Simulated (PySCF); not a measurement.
H3O2, charge +1. Atoms are numbered in the order given.

```xyz
5

O      0.7711    -0.1406     0.0000
O     -0.6583     0.1220     0.0000
H      1.1189     0.7795     0.0000
H     -1.0109    -0.3155     0.8128
H     -1.0109    -0.3155    -0.8128
```
Charge +1, spin multiplicity 1.

Geometry: B3LYP-D3(BJ)/def2-TZVP. The isomer is the one that the SMILES or the coordinates give; other isomers of the formula were not compared.

Method: KT2/pcSseg-2 (PySCF).

GIAO shieldings, no solvent; atoms alike by connectivity are averaged. δ = σ(ref) − σ: ¹⁷O against H2O (σ = 324.0 ppm); ¹H against TMS (σ = 31.47 ppm), references at their B3LYP-D3(BJ)/def2-TZVP geometries, non-relativistic.

| atoms | nucleus | count | δ (ppm) |
|---|---|---|---|
| O1 | ¹⁷O | 1 | ? |
| O2 | ¹⁷O | 1 | ? |
| H3 | ¹H | 1 | 13.32 |
| H4, H5 | ¹H | 2 | 9.22 |

Q: Fill in the missing entries. (The exact figures need the calculation; the answer reports its results.)

A: 
- O2, δ (ppm): 113.5
- O1, δ (ppm): 436.7
